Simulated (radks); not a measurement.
Task: Radial electron density D(r) = 4 pi r^2 rho(r) of an atom or ion with 12 electrons. Method: scalar-relativistic Kohn-Sham, BLYP, spin-polarised, spherical densities, finite nucleus; Fermi nuclear charge, rms radius of each element as measured or else 0.836 A^(1/3) + 0.57 fm; computed with a radial shooting solver on a logarithmic mesh with Libxc functionals.

```
   r/bohr * D(r) (the largest magnitude, 46, reaches the edge; | marks zero)
 0.002865 |  *
 0.003556 |    *
 0.004449 |      *
 0.005521 |         *
 0.006908 |             *
 0.008573 |                  *
  0.01073 |                        *
  0.01342 |                               *
  0.01665 |                                      *
  0.02083 |                                            *
  0.02586 |                                                *
  0.03235 |                                                 *
  0.04015 |                                              *
  0.05023 |                                         *
  0.06234 |                                      *
  0.07799 |                                       *
  0.09758 |                                              *
   0.1211 |                                                     *
   0.1515 |                                                      *
    0.188 |                                            *
   0.2352 |                           *
    0.292 |              *
   0.3653 |        *
   0.4533 |      *
   0.5672 |    *
   0.7096 | *
   0.8806 *
    1.102 *
    1.367 *
```

What is the nuclear charge?

Result: Z = 34. The innermost maximum, from 1s, lies near gamma/Z bohr with gamma = sqrt(1 - (Z/c)^2) = 0.969, here 0.0285 bohr (found: 0.0303), and its height grows with Z. The density is that of the selenium ion Se22+ in [Ne] 3s2; the configuration itself is not fixed sharply by these data, and Z only to about a unit. D(r) has 2 maxima, at r = 0.0303, 0.138 bohr, and minima at 0.0665 bohr, inside which lie 2.11 electrons.
